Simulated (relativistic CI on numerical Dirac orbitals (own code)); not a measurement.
**Radial parameters of Sm⁴⁰⁺**

Calculated at this level of theory: Dirac-Coulomb-Breit CI, orbitals from a KLI potential per configuration, a model potential for QED, unscaled Slater integrals (own radial code, finite nucleus).

Slater integrals F^k, G^k are unscaled and averaged over j, outside the closed core [Ne]; ζ comes from projecting the Hamiltonian with its Breit term on Σ l·s of the shell.

- 3s2 3p6 3d4: F^2(3d,3d) = 484310, F^4(3d,3d) = 312750, ζ(3d) = 99977 cm⁻¹; <r>(3d) = 0.2109, <r^2>(3d) = 0.05156 (bohr units).
- 3s2 3p5 3d5: ζ(3p) = 748180, F^2(3d,3d) = 483440, F^4(3d,3d) = 312160, F^2(3p,3d) = 419460, G^1(3p,3d) = 448020, G^3(3p,3d) = 298890, ζ(3d) = 98977 cm⁻¹; <r>(3p) = 0.2364, <r^2>(3p) = 0.06461, <r>(3d) = 0.2112, <r^2>(3d) = 0.05173 (bohr units).
- 3s 3p6 3d5: F^2(3d,3d) = 483140, F^4(3d,3d) = 311960, G^2(3s,3d) = 339790, ζ(3d) = 99502 cm⁻¹; <r>(3s) = 0.2412, <r^2>(3s) = 0.06641, <r>(3d) = 0.2113, <r^2>(3d) = 0.0518 (bohr units).

(1) Give the Racah parameters of the d shell in 3s2 3p6 3d4.

Averages of the first 10 configurations, taken without configuration mixing, which lowers the lowest level and can move excited configurations by several eV; other configurations of the list can lie among them:

```
 Configuration  Parity  States  Average energy above the lowest level (eV)
   3s2 3p6 3d4    even     210                                        82.1
   3s2 3p5 3d5     odd    1512                                       396.3
    3s 3p6 3d5    even     504                                       662.2
3s2 3p6 3d3 4s    even     240                                      1284.9
3s2 3p6 3d3 4p     odd     720                                      1384.3
3s2 3p6 3d3 4d    even    1200                                      1506.5
3s2 3p5 3d4 4s     odd    2520                                      1590.8
3s2 3p6 3d3 4f     odd    1680                                      1608.8
 3s 3p6 3d4 4s    even     840                                      1858.4
    3p6 3d5 4p     odd    1512                                      2537.4
```

## Answers

(1) B = F²/49 − 5F⁴/441 = 6338 cm⁻¹ and C = 35F⁴/441 = 24821 cm⁻¹.
